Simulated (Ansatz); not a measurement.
# Interaction energy ladder

The pair of H2 (SMILES [H][H], atoms 1–2) and C2H6S (SMILES CSC, atoms 3–11), both closed shells, in one local arrangement (a lower one may exist), relaxed at PBE0-D4/def2-TZVP:

```csv
atom,x (Å),y (Å),z (Å)
H1,0.9855,0.9902,-2.4821
H2,0.3488,0.9023,-2.0969
C3,-0.3321,-1.4423,-0.0583
S4,-1.2368,0.0919,0.1629
C5,-0.0018,1.0321,1.0640
H6,0.5767,-1.2828,-0.6426
H7,-0.9837,-2.1263,-0.6029
H8,-0.0774,-1.8913,0.9038
H9,0.9035,1.1660,0.4678
H10,-0.4314,2.0120,1.2743
H11,0.2484,0.5482,2.0101
```

Computed with Ansatz 0.2.0 (basis: def2-TZVPPD, with def2-QZVPPD for the basis limit); correlated methods freeze the cores. B3LYP uses VWN-RPA correlation. Extrapolation: Hartree–Fock as exp(−7.88 √X), correlation as X^−2.97. Interaction energies count from these two fragments, frozen as in the pair, with the counterpoise correction; negative means bound.

Problem. What is the interaction energy by CCSD(T) at an estimated basis limit (MP2 extrapolated from triple and quadruple zeta, plus CCSD(T) − MP2 in triple zeta)? (To be estimated.)

Solution. By the calculation: -4.3 kJ/mol. Hartree–Fock alone gives 2.3 kJ/mol at the basis limit, so without correlation the pair would not bind at this distance. It counts from the two fragments frozen as in the pair.

The same quantity by other methods in triple zeta, and each one's difference from that estimate:
```
   method  E_int (kJ/mol)  difference
   PBE-D4            -6.3        -2.0
revPBE-D4            -5.1        -0.8
  BLYP-D4            -4.2         0.1
r2SCAN-D4            -3.9         0.4
   B97M-V            -5.2        -0.9
  PBE0-D4            -5.5        -1.2
 B3LYP-D4            -4.4        -0.1
 HSE06-D4            -5.5        -1.2
  wB97X-V            -4.5        -0.2
  wB97M-V            -4.5        -0.2
   B2PLYP            -1.9         2.4
       HF             2.3         6.7
      MP2            -3.7         0.6
     CCSD            -2.7         1.6
  CCSD(T)            -3.5         0.8
```
Differences are method less estimate.

Basis-set superposition shift (counterpoise-corrected less uncorrected): CCSD(T) 0.9; MP2 0.9; HF 0.1; PBE0-D4 0.1; wB97M-V 0.2 kJ/mol.

The T1 diagnostic stays at or below 0.010.

For scale, one of the runs: CCSD(T)/def2-TZVPPD, 261 basis functions, launched by `ansatz run in.yaml --threads 4 --pin off --events-out ev --progress --plain --max-ram 9574MiB`. Hardware: 4 CPU threads of an Arm Neoverse V1, shared host. Wall time 110 s; peak host memory 6.1 GiB.
